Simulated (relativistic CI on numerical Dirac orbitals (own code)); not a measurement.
Method of calculation: Dirac-Coulomb-Breit CI, orbitals from a KLI potential per configuration, QED by a radiative potential, unscaled Slater integrals (own radial code, finite nucleus).

CI space (outside the closed core [Ar] 3d10): 4s2 4p6 4d4, 4s2 4p5 4d5, 4s2 4p6 4d3 4f, 4s 4p6 4d5, 4s2 4p5 4d4 4f, 4s2 4p6 4d3 5s, 4s 4p6 4d4 4f, 4s2 4p6 4d3 5p, 4s2 4p6 4d2 4f 5s, 4s2 4p6 4d3 5d, 4s2 4p5 4d4 5s, 4s2 4p6 4d2 5s 5p, 4s2 4p6 4d3 5f, 4s2 4p6 4d3 6s, 4s2 4p6 4d3 6p, 4s 4p6 4d3 4f 5s, 4p6 4d5 4f, 4s2 4p6 4d3 6f, 4s2 4p6 4d3 7p, 4p6 4d6, 4p5 4d7, 4p5 4d6 4f, 4s2 4p6 4d2 5s2, 4s2 4p6 4d 4f 5s2, 4s2 4p5 4d2 4f 5s2, 4s 4p6 4d2 4f 5s2. Double excitations out of closed p, d and f shells are left out; levels of such configurations are missing from the list, as are those of other unlisted configurations, and high levels can miss mixing partners. These lack a partner that the ground configuration has and come out too high: 4s2 4p5 4d4 5s.

At this charge energies of transitions that change n are usually good to better than 1 %, and those within a shell (Δn = 0) to a few per cent. Terms inside the open d or f shell come out 10 to 20 % too wide with unscaled integrals.

Outline of the computed level scheme of Pm XXII. Lowest level of each configuration: 4s2 4p6 4d4 5D_0 at 0.000 eV; 4s2 4p5 4d5 7P°_4 at 110.183 eV.

Some strong electric-dipole decays among the lowest 45 levels: 4s2 4p5 4d5 5G°_2 → 4s2 4p6 4d4 5D_1 (5.2e+09 s⁻¹); 4s2 4p5 4d5 5D°_3 → 4s2 4p6 4d4 5D_2 (3.2e+09 s⁻¹); 4s2 4p5 4d5 5G°_4 → 4s2 4p6 4d4 5D_3 (2.7e+09 s⁻¹); 4s2 4p5 4d5 5G°_3 → 4s2 4p6 4d4 5D_2 (2.0e+09 s⁻¹).

LS names give the leading component of a level, which can be under half, so a name can repeat, a term be missing and a line seem to break the LS rules.
